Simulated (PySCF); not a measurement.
SMILES C[O][Al]([O]C)[O]C(C)=O (C₄H₉AlO₄), singlet (GFN2-xTB optimised geometry):

```
18

Al     0.061    -0.149     0.000
O      1.966    -0.149     0.000
C      1.871    -0.466    -1.214
C      3.100    -0.707    -2.028
O      0.731    -0.591    -1.730
H      2.873    -0.604    -3.085
H      3.443    -1.722    -1.834
H      3.884    -0.017    -1.726
O     -0.479    -1.515     0.733
C     -1.095    -2.548     1.433
H     -0.425    -2.921     2.212
H     -2.017    -2.195     1.902
H     -1.339    -3.366     0.750
O     -0.492     1.396     0.000
C     -1.115     2.633     0.132
H     -1.474     2.975    -0.842
H     -1.966     2.561     0.815
H     -0.407     3.366     0.528
```

Calculation: PBE0/def2-SVP run with PySCF 2.14.0.

Task: What are the frontier orbital energies and the dipole moment?

Result: HOMO-2 -7.88 eV, HOMO-1 -7.56 eV, HOMO -7.49 eV, LUMO -0.03 eV, LUMO+1 1.06 eV; dipole moment 0.79 D.

Meta-Löwdin charges at PBE0/def2-SVP: Al1 1.16, O2 -0.49, C3 0.54, C4 -0.33, O5 -0.49, H6 0.13, H7 0.14, H8 0.13, O9 -0.62, C10 -0.05, H11 0.09, H12 0.09, H13 0.09, O14 -0.62, C15 -0.05, H16 0.09, H17 0.09, H18 0.10.
